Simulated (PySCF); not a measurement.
# PbF⁺: input and log

State: ¹Σ⁺ (singlet), closed shell.

An equivalent input (the run itself took its basis sets from the Basis Set Exchange, started from a PBE0 density and held the occupation σ 7α 7β, πx 3α 3β, πy 3α 3β, δx 1α 1β, δy 1α 1β):

```python
from pyscf import gto, dft
mol = gto.M(atom='Pb 0 0 0; F 0 0 2.006', basis={'Pb': 'def2-SVP', 'F': 'def2-SVP'}, ecp={'Pb': 'def2-SVP'},
            charge=1, spin=0, verbose=4, symmetry='C2v')
mf = dft.UKS(mol, xc='PBE')
mf.grids.atom_grid = (80, 434)
mf.grids.prune = dft.gen_grid.treutler_prune
mf.irrep_nelec = {'A1': (8, 8), 'A2': (1, 1), 'B1': (3, 3), 'B2': (3, 3)}
mf.conv_tol = 1e-9
mf.max_cycle = 60
mf.diis_space = 10
mf.kernel()
```

The log (some set-up lines and the per-cycle HOMO/LUMO lines removed):

```
******** <class 'pyscf.dft.uks_symm.SymAdaptedUKS'> ********
method = SymAdaptedUKS
damping factor = 0
level_shift factor = 0
DIIS = <class 'pyscf.scf.diis.CDIIS'>
diis_start_cycle = 1
diis_space = 10
diis_damp = 0
SCF conv_tol = 1e-09
SCF conv_tol_grad = None
SCF max_cycles = 60
number electrons alpha = 15  beta = 15
Set gradient conv threshold to 3.16228e-05
init E= -292.326307461505
cycle= 1 E= -292.319686925274  delta_E= 0.00662  |g|= 0.143  |ddm|= 0.201
cycle= 2 E= -292.252330198439  delta_E= 0.0674  |g|= 0.431  |ddm|= 0.427
cycle= 3 E= -292.328378733718  delta_E= -0.076  |g|= 0.0329  |ddm|= 0.289
cycle= 4 E= -292.328949286942  delta_E= -0.000571  |g|= 0.00691  |ddm|= 0.0389
cycle= 5 E= -292.328971961402  delta_E= -2.27e-05  |g|= 0.00133  |ddm|= 0.00569
cycle= 6 E= -292.328972724042  delta_E= -7.63e-07  |g|= 0.00017  |ddm|= 0.000905
cycle= 7 E= -292.328972737052  delta_E= -1.3e-08  |g|= 9.93e-06  |ddm|= 0.000129
cycle= 8 E= -292.328972737094  delta_E= -4.24e-11  |g|= 4.97e-07  |ddm|= 8.04e-06
Extra cycle  E= -292.328972737095  delta_E= -2.27e-13  |g|= 6.33e-07  |ddm|= 1.54e-06
converged SCF energy = -292.328972737095  <S^2> = 1.4210855e-14  2S+1 = 1
```

Repeating this along the bond gives Re = 2.025 Å and ωe = 604 cm⁻¹.

A point of this curve took 0.46 CPU seconds beside 0.078 for the integrals (shared host).

These are scalar-relativistic numbers at best; spin–orbit coupling would shift them, the dissociation energy most.
